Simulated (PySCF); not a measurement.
C5H11 (SMILES [CH2]CCCC), doublet, at a GFN2-xTB geometry; TPSS/STO-3G (PySCF).

Input for PySCF:
```python
from pyscf import gto, scf, dft

mol = gto.M(
    atom='''
C    -1.863221   -0.262494    0.816336
C    -0.981665    0.832549    0.380763
C    -0.162234    0.471990   -0.867249
C     0.798743   -0.692815   -0.627070
C     1.970565   -0.325410    0.275368
H    -2.049546   -0.447395    1.855505
H    -2.400291   -0.840434    0.089053
H    -1.584449    1.720463    0.124598
H    -0.320661    1.133884    1.195893
H    -0.853359    0.200638   -1.668418
H     0.402857    1.347660   -1.194735
H     0.241908   -1.520528   -0.181705
H     1.188638   -1.029818   -1.590676
H     2.656182   -1.165183    0.364012
H     2.517468    0.521119   -0.135394
H     1.628124   -0.063323    1.272983
''',
    basis='sto-3g',
    charge=0,
    spin=1,
    verbose=4,
)

mf = dft.UKS(mol)
mf.xc = 'tpss'
mf.kernel()
mf.analyze()
```

Output, abridged:

```
PySCF version 2.14.0

[INPUT] verbose = 4
[INPUT] num. atoms = 16
[INPUT] num. electrons = 41
[INPUT] charge = 0
[INPUT] spin (= nelec alpha-beta = 2S) = 1
[INPUT] symmetry False subgroup None
[INPUT] Mole.unit = angstrom
[INPUT] Symbol           X                Y                Z      unit          X                Y                Z       unit  Magmom
[...]
nuclear repulsion = 182.84945110971
number of shells = 26
number of NR pGTOs = 108
number of NR cGTOs = 36
basis = sto-3g
ecp = {}

******** <class 'pyscf.dft.uks.UKS'> ********
method = UKS
initial guess = minao
damping factor = 0
level_shift factor = 0
DIIS = <class 'pyscf.scf.diis.CDIIS'>
diis_start_cycle = 1
diis_space = 8
diis_damp = 0
SCF conv_tol = 1e-09
SCF conv_tol_grad = None
SCF max_cycles = 50
direct_scf = True
direct_scf_tol = 1e-13
number electrons alpha = 21  beta = 20
XC library pyscf.dft.libxc version 7.1.2
    S. Lehtola, C. Steigemann, M. J. T. Oliveira, and M. A. L. Marques,  SoftwareX 7, 1–5 (2018)
XC functionals = tpss
    J. Tao, J. P. Perdew, V. N. Staroverov, and G. E. Scuseria,  Phys. Rev. Lett. 91, 146401 (2003)
    J. P. Perdew, J. Tao, V. N. Staroverov, and G. E. Scuseria,  J. Chem. Phys. 120, 6898 (2004)
    J. Tao, J. P. Perdew, V. N. Staroverov, and G. E. Scuseria,  Phys. Rev. Lett. 91, 146401 (2003)
    J. P. Perdew, J. Tao, V. N. Staroverov, and G. E. Scuseria,  J. Chem. Phys. 120, 6898 (2004)
radial grids:
    Treutler-Ahlrichs [JCP 102, 346 (1995); DOI:10.1063/1.469408] (M4) radial grids

becke partition: Becke, JCP 88, 2547 (1988); DOI:10.1063/1.454033
pruning grids: <function nwchem_prune>
grids dens level: 3
symmetrized grids: False
atomic radii adjust function: <function treutler_atomic_radii_adjust>
small_rho_cutoff = 0
Set gradient conv threshold to 3.16228e-05
tot grids = 178480
init E= -194.866799388279

cycle= 1 E= -194.790521740912  delta_E= 0.0763  |g|= 0.156  |ddm|= 3.32
cycle= 2 E= -194.797332887481  delta_E= -0.00681  |g|= 0.13  |ddm|= 0.401
cycle= 3 E= -194.808391434219  delta_E= -0.0111  |g|= 0.00979  |ddm|= 0.187
cycle= 4 E= -194.808473915814  delta_E= -8.25e-05  |g|= 0.00558  |ddm|= 0.0237
cycle= 5 E= -194.808498181446  delta_E= -2.43e-05  |g|= 0.00116  |ddm|= 0.00952
cycle= 6 E= -194.808499920095  delta_E= -1.74e-06  |g|= 0.000321  |ddm|= 0.00345
cycle= 7 E= -194.808499986056  delta_E= -6.6e-08  |g|= 0.000112  |ddm|= 0.00058
cycle= 8 E= -194.808499995027  delta_E= -8.97e-09  |g|= 2.21e-05  |ddm|= 0.000184
cycle= 9 E= -194.808499995631  delta_E= -6.05e-10  |g|= 8.31e-06  |ddm|= 6.11e-05
Extra cycle  E= -194.808499995664  delta_E= -3.31e-11  |g|= 7.19e-06  |ddm|= 2.18e-05
converged SCF energy = -194.808499995664  <S^2> = 0.7549605  2S+1 = 2.0049544
**** SCF Summaries ****
Total Energy =                        -194.808499995664221
Nuclear Repulsion Energy =             182.849451109710316
One-electron Energy =                 -623.418412658651505
Two-electron Energy =                  245.760461553276940
Two-electron Coulomb Energy =          277.148483789681336
DFT Exchange-Correlation Energy =      -31.388022236404399
**** MO energy ****
                             alpha | beta                alpha | beta
[...]
To work with the spin densities directly, `use mulliken_meta_spin()` only printing them here.

 ** Mulliken spin pop alpha/beta on meta-lowdin orthogonal AOs **
 ** Mulliken Spin Density (per AO)  **
spin_pop of  0 C 1s       -0.00003
spin_pop of  0 C 2s        0.05400
spin_pop of  0 C 2px       0.54963
spin_pop of  0 C 2py       0.41420
spin_pop of  0 C 2pz       0.02766
spin_pop of  1 C 1s        0.00000
spin_pop of  1 C 2s       -0.01070
spin_pop of  1 C 2px      -0.01910
spin_pop of  1 C 2py      -0.02592
spin_pop of  1 C 2pz      -0.00686
spin_pop of  2 C 1s        0.00000
spin_pop of  2 C 2s        0.00535
spin_pop of  2 C 2px       0.00505
spin_pop of  2 C 2py       0.00190
spin_pop of  2 C 2pz       0.01442
spin_pop of  3 C 1s       -0.00000
spin_pop of  3 C 2s        0.00004
spin_pop of  3 C 2px      -0.00006
spin_pop of  3 C 2py       0.00239
spin_pop of  3 C 2pz       0.00042
spin_pop of  4 C 1s        0.00000
spin_pop of  4 C 2s        0.00002
spin_pop of  4 C 2px       0.00008
spin_pop of  4 C 2py       0.00002
spin_pop of  4 C 2pz      -0.00003
spin_pop of  5 H 1s       -0.03656
spin_pop of  6 H 1s       -0.03619
spin_pop of  7 H 1s        0.05532
spin_pop of  8 H 1s        0.00785
spin_pop of  9 H 1s       -0.00127
spin_pop of  10 H 1s       -0.00104
spin_pop of  11 H 1s       -0.00064
spin_pop of  12 H 1s       -0.00006
spin_pop of  13 H 1s       -0.00003
spin_pop of  14 H 1s        0.00013
spin_pop of  15 H 1s       -0.00000
 ** Mulliken Spin Density (per atom)  **
spin density of  0 C =      1.04547
spin density of  1 C =     -0.06256
spin density of  2 C =      0.02672
spin density of  3 C =      0.00279
spin density of  4 C =      0.00010
spin density of  5 H =     -0.03656
spin density of  6 H =     -0.03619
spin density of  7 H =      0.05532
spin density of  8 H =      0.00785
spin density of  9 H =     -0.00127
spin density of  10 H =     -0.00104
spin density of  11 H =     -0.00064
spin density of  12 H =     -0.00006
spin density of  13 H =     -0.00003
spin density of  14 H =      0.00013
spin density of  15 H =     -0.00000
 ** Mulliken pop alpha/beta on meta-lowdin orthogonal AOs **
 ** Mulliken pop       alpha | beta **
[...]
In total            21.00000 | 20.00000
 ** Mulliken atomic charges   ( Nelec_alpha | Nelec_beta ) **
charge of  0C =     -0.08545  (     3.56546      2.51999 )
charge of  1C =     -0.07012  (     3.00378      3.06634 )
charge of  2C =     -0.06137  (     3.04404      3.01732 )
charge of  3C =     -0.06219  (     3.03249      3.02970 )
charge of  4C =     -0.12553  (     3.06281      3.06271 )
charge of  5H =      0.03391  (     0.46476      0.50133 )
charge of  6H =      0.03224  (     0.46578      0.50197 )
charge of  7H =      0.04076  (     0.50728      0.45196 )
charge of  8H =      0.04013  (     0.48386      0.47601 )
charge of  9H =      0.03469  (     0.48202      0.48329 )
charge of  10H =      0.03401  (     0.48247      0.48352 )
charge of  11H =      0.03654  (     0.48141      0.48205 )
charge of  12H =      0.03455  (     0.48269      0.48275 )
charge of  13H =      0.04009  (     0.47994      0.47997 )
charge of  14H =      0.03837  (     0.48088      0.48075 )
charge of  15H =      0.03934  (     0.48033      0.48033 )
Dipole moment(X, Y, Z, Debye):  0.05061,  0.12183, -0.07786
```
